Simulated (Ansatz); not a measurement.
`C[O][Sn][O]C` + `C=CS` → `C=CSC` + `C[O][Sn][OH]`  (substitution at a C–O bond)

Gas-phase electronic energies from Ansatz, PBE0-D4/def2-TZVP geometries. CCSD(T)/CBS is the MP2 limit (def2-TZVPP, def2-QZVPP) plus CCSD(T) − MP2 in def2-TZVPP, frozen cores. This one scheme is used for every species. DFT in def2-TZVPP. def2 core potentials past Kr. For Sn outer-core shells are correlated without core-valence functions, which leaves a few kJ/mol of doubt a bond. Each species was taken in one conformer, which may not be the lowest.

`C[O][Sn][O]C`:

Z-matrix (Å, degrees):
```
C
O 1 1.400
H 1 1.097 2 111.2
H 1 1.096 2 112.9 3 -121.4
H 1 1.096 2 109.3 3 118.7
Sn 2 1.975 1 135.1 3 93.1
O 6 1.974 2 103.0 1 -10.8
C 7 1.400 6 135.1 2 -10.8
H 8 1.097 7 111.2 6 93.3
H 8 1.096 7 112.9 6 -28.1
H 8 1.096 7 109.3 6 -148.0
```

`C=CS`:

Cartesian coordinates in Å:
```
C 0.723 0.173 -0.866
C -0.022 0.157 0.232
S -1.262 -1.039 0.543
H 0.613 -0.565 -1.653
H 1.473 0.941 -1.004
H 0.107 0.907 1.003
H -1.631 -0.574 1.744
```

`C=CSC`:

Cartesian coordinates in Å:
```
C -0.550 -1.081 1.743
C -0.481 -0.376 0.620
S 0.622 -0.718 -0.686
C 0.674 0.886 -1.497
H -1.313 -0.864 2.480
H 0.132 -1.897 1.953
H -1.172 0.443 0.434
H 1.139 1.639 -0.861
H 1.276 0.762 -2.398
H -0.327 1.206 -1.788
```

`C[O][Sn][OH]`:

Cartesian coordinates in Å:
```
C 0.400 -0.963 -0.133
O 1.019 0.153 -0.708
Sn 0.432 2.042 -0.581
O -1.176 1.772 0.542
H -0.626 -1.109 -0.499
H 0.970 -1.862 -0.390
H 0.361 -0.902 0.964
H -1.380 0.870 0.806
```

```json
{"level": "LDA (SPW92)", "ΔE (kJ/mol)": "-60.2"}
{"level": "HF/def2-SVP", "ΔE (kJ/mol)": "-29.9"}
```

Problem. What does CCSD(T)/CBS give? (An estimate is asked.)

Solution. Computed: -61.7 kJ/mol. The listed levels differ from it by 1.5, 31.8 kJ/mol.

Largest T1 diagnostic among the species: 0.017.

Leaving LDA and LC-ωPBE aside and taking each functional with its dispersion term where it has one, the values, not all of them listed here, spread over 10.8 kJ/mol, from PBE-QIDH to BHLYP-D4. In def2-TZVPP, CCSD(T) changes the Hartree–Fock value by −9.3 kJ/mol (the triples alone add −1.4 kJ/mol) and MP2 by −16.5 kJ/mol. At CCSD(T), def2-SVP lies +23.6 kJ/mol from the extrapolated value and def2-TZVPP +3.2 kJ/mol.
